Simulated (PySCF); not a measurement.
**Reading a saddle point**

A first-order saddle point of GaH2Cl, singlet, PBE0-D4/def2-TZVP, with one imaginary mode of 909i cm⁻¹:

```json
{"atom": "Ga1", "x (Å)": "-0.7079", "y (Å)": "0.4677", "z (Å)": "-0.2272"}
{"atom": "Cl2", "x (Å)": "1.4988", "y (Å)": "-0.8630", "z (Å)": "0.0939"}
{"atom": "H3", "x (Å)": "0.6640", "y (Å)": "-0.0267", "z (Å)": "-1.0417"}
{"atom": "H4", "x (Å)": "-1.4549", "y (Å)": "0.4220", "z (Å)": "1.1751"}
```

Program: PySCF 2.14 with density fitting (its default auxiliary sets; JK sets also for MP2 and CCSD(T)). Basis: def2-TZVPP and def2-QZVPP. Cores are frozen in the correlated methods. Filled d shells of the heavier atoms are correlated. The def2 sets are not built for correlating such inner shells, so the correlated values are less sure here. Extrapolation: Hartree–Fock as exp(−7.88 √X), correlation as X^−2.97.

(1) Which contacts change along the imaginary mode, and what lies on either side? (Judge from chemistry; the calculation decides.)

(2) Which side is lower, and how far does the saddle lie above each? (To be estimated.)

T1 diagnostic: at most 0.016. The restricted Hartree–Fock reference is unstable towards an unrestricted one at one or more of these structures.

Answers

(1) The calculation gives: The step is GaH₂Cl ([Cl][GaH2]) → GaH + HCl, with the molecules in contact on both sides. Shortening one way: Cl2–H3; lengthening the same way: Ga1–Cl2, Ga1–H3.
```
   pair  one side (Å)  saddle (Å)  other side (Å)
 Cl2–H3          3.14        1.64            1.31
Ga1–Cl2          2.15        2.60            3.79
 Ga1–H3          1.56        1.67            2.48
```

(2) By the calculation: The side with Ga1–Cl2, Ga1–H3 short is lower by 43.98 kcal/mol; the saddle lies 57.00 kcal/mol above it and 13.02 kcal/mol above the other (CCSD(T) at an estimated basis limit (MP2 extrapolated from triple and quadruple zeta, plus CCSD(T) − MP2 in triple zeta); electronic energies).

Labels in which every atom is bracketed show which atoms are joined, not bond orders.

For scale, one of the runs: CCSD(T)/def2-TZVPP, 118 basis functions, launched by `OMP_NUM_THREADS=4 python run.py`. The run took about 41 s on 4 CPU threads of an Arm Neoverse V1 (shared host).
